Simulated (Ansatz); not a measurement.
The lowest doublet and quartet of HSi (SMILES [SiH]); geometries from B3LYP-D3(BJ)/def2-TZVP, each state relaxed from the structure named, with no frequency check.
Doublet (charge 0, multiplicity 2):
```xyz
2

Si     0.000     0.000    -0.102
H      0.000     0.000     1.428
```

A positive gap puts the quartet lower; no zero-point energy. U- takes an unrestricted doublet. The quartet is unrestricted in single-reference levels. Active spaces average the two states.

Cores are frozen in the correlated methods.

Run with Ansatz (an electronic-structure program). 

| level | gap E(doublet) − E(quartet), vertical, at the doublet's geometry (eV) |
|---|---|
| U-HF/cc-pV(Q+d)Z | -0.994 |
| U-PBE/def2-TZVPP | -1.608 |
| U-r2SCAN/def2-TZVPP | -1.383 |
| U-B3LYP/def2-TZVPP | -1.888 |
| U-CCSDT(Q)/cc-pV(D+d)Z | -1.579 |
| U-CCSDT(Q)/cc-pV(Q+d)Z | -1.678 |
| SA-CASSCF(5,5)/cc-pV(D+d)Z | -1.222 |
| SC-NEVPT2 on SA-CASSCF(5,5)/cc-pV(D+d)Z | ___ |
| FIC-NEVPT4(SD) on SA-CASSCF(5,5)/cc-pV(Q+d)Z | ___ |

What belongs in the gaps?


- SC-NEVPT2 on SA-CASSCF(5,5)/cc-pV(D+d)Z, gap E(doublet) − E(quartet), vertical, at the doublet's geometry (eV): -1.528
- FIC-NEVPT4(SD) on SA-CASSCF(5,5)/cc-pV(Q+d)Z, gap E(doublet) − E(quartet), vertical, at the doublet's geometry (eV): -1.742
